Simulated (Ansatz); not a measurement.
Geometry optimisation, RKS PBE0-D4/def2-SVP in Ansatz 0.2.0.

Input file:

```yaml
crystal:
  periodic: [false, false, false]
  atoms:
    - { symbol: Zr, position_ang: [0.084471, -0.055088, -0.014704] }
    - { symbol: Cl, position_ang: [0.40922, -0.279838, 2.436321] }
    - { symbol: F, position_ang: [1.793637, -0.022754, -0.825297] }
    - { symbol: F, position_ang: [-0.889572, 1.52518, -0.444056] }
    - { symbol: "N", position_ang: [-0.781499, -1.671668, -0.813042] }
    - { symbol: H, position_ang: [-1.769659, -1.920946, -0.782282] }
    - { symbol: H, position_ang: [-0.284511, -2.357315, -1.381355] }
    - { symbol: "N", position_ang: [-2.949295, 0.076583, 1.523491] }
    - { symbol: H, position_ang: [-3.137431, -0.76519, 0.988313] }
    - { symbol: H, position_ang: [-2.798431, 0.871985, 0.909083] }
    - { symbol: H, position_ang: [-2.138529, -0.060947, 2.153728] }
basis:
  gaussian: { orbitals: def2-SVP }
hamiltonian:
  xc: pbe0
  dispersion: d4
relax:
  f_tol: 0.03
  max_steps: 50
```

Command:

```bash
$ ansatz run input.yaml --threads 4 --pin off --max-ram 5120MiB --backend cpu --events-out ev --progress --plain --runs-dir out
```

Where does it end, and by what steps?

The run converged. The force dipped under the threshold on the way, but the program's further checks kept it going. After 25 steps the energy has fallen by 0.981 eV; H9 moved furthest, 0.79 Å. Joined: Zr1–N8 (3.40 → 2.44 Å).

| step | energy less start (eV) | largest force component (eV/Å) | accepted |
| --- | --- | --- | --- |
| 0 | 0.0000 | 1.235 | yes |
| 1 | -0.0717 | 1.066 | yes |
| 2 | -0.1296 | 0.754 | yes |
| 3 | -0.1732 | 0.669 | yes |
| 4 | -0.2166 | 1.198 | yes |
| 5 | -0.3380 | 1.497 | yes |
| 6 | -0.6366 | 1.679 | yes |
| 7 | -0.8583 | 1.444 | yes |
| 8 | -0.9310 | 0.466 | yes |
| 9 | -0.9503 | 0.401 | yes |
| 10 | -0.9524 | 0.438 | yes |
| 11 | -0.9587 | 0.156 | yes |
| 12 | -0.9687 | 0.169 | yes |
| 13 | -0.9709 | 0.087 | yes |
| 14 | -0.9727 | 0.032 | yes |
| 15 | -0.9739 | 0.066 | yes |
| 16 | -0.9744 | 0.192 | yes |
| 17 | -0.9763 | 0.093 | yes |
| 18 | -0.9774 | 0.067 | yes |
| 19 | -0.9779 | 0.215 | yes |
| 20 | -0.9795 | 0.073 | yes |
| 21 | -0.9800 | 0.038 | yes |
| 22 | -0.9800 | 0.067 | no |
| 23 | -0.9804 | 0.009 | yes |
| 24 | -0.9807 | 0.047 | yes |
| 25 | -0.9809 | 0.024 | yes |

```xyz
11
Properties=species:S:1:pos:R:3
Zr -0.114 -0.054 0.196
Cl 0.472 -0.485 2.487
F 1.571 -0.160 -0.700
F -0.717 1.727 -0.213
N -0.960 -1.575 -0.845
H -1.905 -1.945 -0.871
H -0.396 -2.091 -1.519
N -2.349 -0.038 1.175
H -2.632 -0.932 1.577
H -3.077 0.256 0.522
H -2.355 0.636 1.943
```

Whether the end is a true minimum wasn't checked by a vibrational analysis.

The run took 78 s on 4 threads of Arm Neoverse V1, with other jobs on the host, peak memory 0.31 GiB.
